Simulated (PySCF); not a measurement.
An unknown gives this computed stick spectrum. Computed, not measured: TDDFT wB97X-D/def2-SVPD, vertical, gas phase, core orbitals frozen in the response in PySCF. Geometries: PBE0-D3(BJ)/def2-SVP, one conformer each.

```tsv
state	λ (nm)	f
S1	376.2	0.093
S2	279.3	0.058
S3	237.4	0.400
S4	221.9	0.073
S5	211.9	0.392
S6	201.4	0.012
S7	201.0	0.062
S8	192.0	0.038
S9	187.1	0.024
S10	186.4	0.047
```

Question: Which structure fits? All have the formula C10H10.
A. `C=Cc1ccc2c(c1)CC2`
B. `C=CC1=CC=CC=CC1=C`
C. `c1ccc(C(C=C)=C)cc1`

Answer: B. Its S1, at 3.30 eV, is the lowest among the candidates; the nearest of the others has S1 at 4.80 eV. S1 is HOMO→LUMO (96%). Löwdin shares by element: HOMO carbon 45% or more (atoms not listed hold the other 55%); LUMO carbon 53% or more (atoms not listed hold the other 47%). At the same level the other candidates give, for their lowest levels:
- `C=Cc1ccc2c(c1)CC2`: 258 nm (f 0.227); 239 nm (f 0.195); 201 nm (f 0.223); 191 nm (f 0.569); 184 nm (f 0.004); T1 3.25 eV; HOMO -8.03, LUMO 0.64 eV
- `C=CC(=C)c1ccccc1`: 228 nm (f 0.000); 215 nm (f 0.496); 210 nm (f 0.003); 203 nm (f 0.008); 201 nm (f 0.003); T1 3.27 eV; HOMO -8.53, LUMO 0.81 eV

The values belong to the conformer `[CH2:1]=[CH:2][C:3]1=[CH:4][CH:5]=[CH:6][CH:7]=[CH:8][C:9]1=[CH2:10]`: C1–C2–C3–C4 173°.
Triplets come from the Tamm–Dancoff approximation.
